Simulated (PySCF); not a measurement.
Bonds (- single, = double, # triple, : aromatic): C1=C2 1.331 Å, C2-C3 1.467 Å, C3=N4 1.268 Å, N4-Si5 1.756 Å, Si5-O6 1.609 Å, O6-C7 1.396 Å, Si5-O8 1.655 Å, O8-C2 1.352 Å. C1 carries H9, H10; C3 carries H11; Si5 carries H12; C7 carries H13, H14, H15. Stereochemistry as in C=C1C=N[Si@@H](OC)O1. H10 is cis to C3; H9 is trans to C3.

Calculated, not measured (PySCF): GFN2-xTB geometry, shielding tensors at PBE0/pcSseg-1 (GIAO). Fast rotation and ring inversion assumed for equivalent nuclei, relativity neglected, no solvent, one computed conformer.

δ = σ(ref) − σ, references computed at the same level: 13C and 1H and 29Si against TMS; 15N against NH3; H2O for 17O.

| atoms | nucleus | count | Hirshfeld charge | δ (ppm) |
| --- | --- | --- | --- | --- |
| O8 | 17O | 1 | -0.21 | ? |
| H12 | 1H | 1 | -0.07 | 5.14 |
| C7 | 13C | 1 | -0.03 | 51.7 |
| C1 | 13C | 1 | -0.11 | ? |
| N4 | 15N | 1 | -0.28 | 381.4 |
| C2 | 13C | 1 | 0.06 | 164.3 |
| H11 | 1H | 1 | 0.06 | 8.53 |
| Si5 | 29Si | 1 | 0.49 | -12.8 |
| H10 | 1H | 1 | 0.05 | 4.83 |
| O6 | 17O | 1 | -0.22 | ? |
| C3 | 13C | 1 | 0.05 | ? |
| H13/H14/H15 | 1H | 3 | 0.05 | 4.10 |
| H9 | 1H | 1 | 0.05 | 5.25 |

**Question.** Fill in the missing shifts.

**Answer.** 
- C3: 180.1 ppm, C=N carbon
- C1: 101.7 ppm, β carbon of an enol-ether or enamine type C=C; the O or N lone pair pushes π density onto this β carbon and shields it
- O8: 145.4 ppm, oxygen bonded to C, Si, in a 5-membered ring
- O6: 35.4 ppm, oxygen bonded to C, Si

Shifts are as computed. Against solution values, carbons near 30 ppm lie about +3 ppm off and those near 130 ppm about +5 ppm. Of 1309 compounds with measured shifts, 239 miss one by over three times the rms of a fit or turn the order of signals round; such compounds aren't used in these exercises. Experimental scales use liquid or dissolved standards, which lie at an offset from isolated NH3 (liquid NH3: subtract about 20 ppm) and H2O (liquid H2O: subtract about 36 ppm). Unscaled 15N shifts of sp2 nitrogen come out 20 to 40 ppm too high even then.
